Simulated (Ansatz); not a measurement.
Geometry optimisation, Ansatz, RKS PBE-D4/def2-SVP.

Input:

```yaml
crystal:
  periodic: [false, false, false]
  atoms:
    - { symbol: I, position_ang: [-1.2408, 2.3518, 1.1102] }
    - { symbol: C, position_ang: [-0.5241, 0.7701, -0.4483] }
    - { symbol: C, position_ang: [0.7603, 0.1073, -0.0571] }
    - { symbol: C, position_ang: [0.0038, -1.1098, 0.2267] }
    - { symbol: O, position_ang: [-1.2392, -0.4841, -0.3394] }
    - { symbol: H, position_ang: [-0.548, 1.1641, -1.4765] }
    - { symbol: H, position_ang: [1.3303, 0.5169, 0.8355] }
    - { symbol: H, position_ang: [1.546, 0.0015, -0.869] }
    - { symbol: H, position_ang: [0.206, -2.0015, -0.2886] }
    - { symbol: H, position_ang: [-0.2114, -1.3675, 1.3095] }
basis:
  gaussian: { orbitals: def2-SVP }
hamiltonian:
  xc: pbe
  dispersion: d4
relax:
  f_tol: 0.02
  max_steps: 50
```

Run as:

```bash
$ ansatz run input.yaml --threads 2 --pin off --max-ram 3072MiB --backend cpu --events-out ev --progress --plain --runs-dir out
```

Task: Where does it end, and by what steps?

Result: The run converged. After 10 steps the energy has fallen by 0.433 eV; H6 moved furthest, 0.19 Å.

| step | energy less start (eV) | largest force component (eV/Å) | accepted |
| --- | --- | --- | --- |
| 0 | 0.0000 | 3.404 | yes |
| 1 | -0.3030 | 1.471 | yes |
| 2 | -0.3971 | 0.762 | yes |
| 3 | -0.4227 | 0.291 | yes |
| 4 | -0.4198 | 0.234 | no |
| 5 | -0.4289 | 0.049 | yes |
| 6 | -0.4313 | 0.117 | yes |
| 7 | -0.4321 | 0.104 | yes |
| 8 | -0.4319 | 0.091 | no |
| 9 | -0.4325 | 0.050 | yes |
| 10 | -0.4328 | 0.010 | yes |

```xyz
10
Properties=species:S:1:pos:R:3
I -1.262 2.216 1.092
C -0.492 0.738 -0.460
C 0.838 0.106 -0.041
C -0.052 -1.117 0.253
O -1.166 -0.478 -0.437
H -0.618 1.317 -1.394
H 1.394 0.567 0.795
H 1.512 -0.043 -0.908
H 0.214 -2.081 -0.224
H -0.286 -1.276 1.328
```

Run time: 23 s on 2 threads of Arm Neoverse V2, with other jobs on the host, peak memory 0.14 GiB.
